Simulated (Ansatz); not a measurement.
Ansatz (a first-principles code) input:

Ansatz 0.2 input:
```yaml
crystal:
  periodic: [false, false, false]
  atoms:
    - {symbol: Si, position_ang: [0.01124788, -0.00359113, -0.00247247]}
    - {symbol: O, position_ang: [1.51759205, -0.48452443, -0.33359132]}
    - {symbol: F, position_ang: [-0.60554121, -0.36198098, 1.34622113]}
    - {symbol: F, position_ang: [-0.76092620, 0.79825557, -1.04584945]}
basis:
  gaussian:
    orbitals: def2-TZVP
hamiltonian:
  xc: b3lyp
  dispersion: d3bj
total_charge: 1
magnetization: {spin_polarized: true, initial_magnetization: 1}
phonons: {temperatures: {t_min: 298.15, t_max: 298.15, t_step: 100}}
```

Question: Which total energy does the run end on?

Answer: -564.26282 Eh (B3LYP-D3(BJ)/def2-TZVP). The basis has 130 functions.
